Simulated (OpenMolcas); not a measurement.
# Predicting a hybrid from its neighbours: CaCl (calcium monochloride)

CaCl has 2 atoms, charge 0, and is taken as a doublet. As SMILES, `[Cl][Ca]`. The shape is that of a PBE0-D4/def2-TZVP optimisation.

The electronic atomisation energy y, in eV, basis cc-pVTZ; a is the functional's share of exact exchange. Programs: OpenMolcas 26.06.

| functional | program | a | y (eV) |
| --- | --- | --- | --- |
| U-revPBE | OpenMolcas | 0 | 4.39 |
| UTPSS | OpenMolcas | 0 | 4.55 |
| UB3LYP | OpenMolcas | 0.2 | 4.24 |
| UPBE0 | OpenMolcas | 0.25 | ? |
| UBHLYP | OpenMolcas | 0.5 | 4.11 |

Problem. Fit y = c + s·a to the known rows and predict UPBE0.

Solution. 
1. Means of the 4 rows: a = 0.1750, y = 4.322.
2. Σ(Δa)² = 0.1675, Σ(Δa·Δy) = -0.12275, so the slope is -0.12275/0.1675 = -0.73284.
3. Intercept: 4.322 − (-0.73284) × 0.1750 = 4.450. The largest residual of the fit is 0.100.
4. UPBE0: 4.450 + (-0.73284) × 0.25 = 4.27 eV.

The run gave 4.43 eV, so the prediction is off by -0.16 eV, more than the scatter of the fit. The rows mix families of semi-local functionals, which the line can't see.
